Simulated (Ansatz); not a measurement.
CH$_{5}$O$_{2}$STa, SMILES `[CH3][Ta]([OH])([OH])=[S]`, 10 atoms. Total charge 0; spin multiplicity 1. Correlated methods include outer-core shells of Ta, which these sets cover unevenly. Ta: def2 effective core potential. All runs use 4 threads of a server CPU on a shared host. Correlated methods freeze the cores.

Question: How many basis functions does each run have, and how long does it take in Ansatz? RKS ωB97M-V/def2-SVP energy; RKS r2SCANh-D4/def2-TZVPP energy; RHF-MP2/def2-QZVPP energy; RKS PBE0-D4/def2-QZVPP energy; RKS ωB97M-V/def2-TZVPP energy and forces; RHF-CCSD(T)/def2-TZVPP energy; RKS PBE0-D4/def2-TZVP relaxation (6 steps); RKS PBE0-D4/def2-SVP energy; RKS HSE06 (plane-wave form)-D4/def2-TZVPP energy; RKS ωB97M-V/def2-QZVPP energy; RKS r2SCAN0-D4/def2-TZVPP energy; RHF-CCSD(T)/def2-SVP energy. (An estimate is asked.)

Answer: Ansatz gave: Other jobs shared the machine, so times are rough.

| level | job | functions | wall time | peak host memory (GiB) |
| --- | --- | --- | --- | --- |
| RKS PBE0-D4/def2-SVP | energy | 117 | 1.5 s | 0.28 |
| RKS HSE06 (plane-wave form)-D4/def2-TZVPP | energy | 261 | 4.5 s | 0.74 |
| RKS r2SCAN0-D4/def2-TZVPP | energy | 261 | 7 s | 0.74 |
| RKS r2SCANh-D4/def2-TZVPP | energy | 261 | 7.5 s | 0.72 |
| RKS ωB97M-V/def2-SVP | energy | 117 | 7.5 s | 0.41 |
| RKS PBE0-D4/def2-QZVPP | energy | 472 | 11 s | 1.7 |
| RHF-CCSD(T)/def2-SVP | energy | 117 | 15 s | 0.74 |
| RKS ωB97M-V/def2-TZVPP | energy and forces | 261 | 17 s | 1 |
| RKS ωB97M-V/def2-QZVPP | energy | 472 | 25 s | 2.1 |
| RHF-MP2/def2-QZVPP | energy | 472 | 25 s | 2.8 |
| RKS PBE0-D4/def2-TZVP | relaxation (6 steps) | 200 | 28 s | 0.56 |
| RHF-CCSD(T)/def2-TZVPP | energy | 261 | 6.5 min | 7 |
